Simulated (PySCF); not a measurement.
Shapes and spin states of Ti2Se

Computed with B3LYP in PySCF with Se def2-SVP, Ti def2-SVP; no relativity; density-fitted integrals.

Relaxations began from a few typed shapes and spin states; open shells are unrestricted. The search is not exhaustive: other isomers or separated fragments can lie lower, and high-lying points may rest on an excited occupation.

(1) Order these stationary points by electronic energy, lowest first, in kJ/mol from the lowest minimum.
A. singlet (closed shell, unstable to spin polarisation) C2v: Se–Ti 2.328 Å (×2); Ti–Se–Ti 102.1°
B. quintet C2v: Se–Ti 2.431 Å (×2), Ti–Ti 2.362 Å; Se–Ti–Ti 60.9° (×2), Ti–Se–Ti 58.1°
C. septet C2v: Se–Ti 2.457 Å (×2); Ti–Se–Ti 88.0°
D. septet D∞h: Se–Ti 2.429 Å (×2); Ti–Se–Ti 180.0°
E. singlet (closed shell, unstable to spin polarisation) C2v: Se–Ti 2.397 Å (×2), Ti–Ti 2.653 Å; Se–Ti–Ti 56.4° (×2), Ti–Se–Ti 67.2°
F. singlet (closed shell, unstable to spin polarisation) D∞h: Se–Ti 2.294 Å (×2); Ti–Se–Ti 180.0°

(2) Which of them are minima?

Results:

(1) B (0.0), C (54.8), D (86.7), E (215.7), A (352.7), F (366.1).

(2) By energy in kJ/mol, 0.0: minimum; 54.8: minimum; 86.7: saddle point, 2 imaginary modes; 215.7: minimum of the closed-shell surface only; 352.7: minimum of the closed-shell surface only; 366.1: not settled, its softest mode being under 30 cm⁻¹.

For the lowest minimum: other spin states or occupations of the open shell can lie lower.

The electron or spin density has lower symmetry than the nuclear frame for the septet D∞h at 86.7 kJ/mol, singlet (closed shell, unstable to spin polarisation) D∞h at 366.1 kJ/mol.
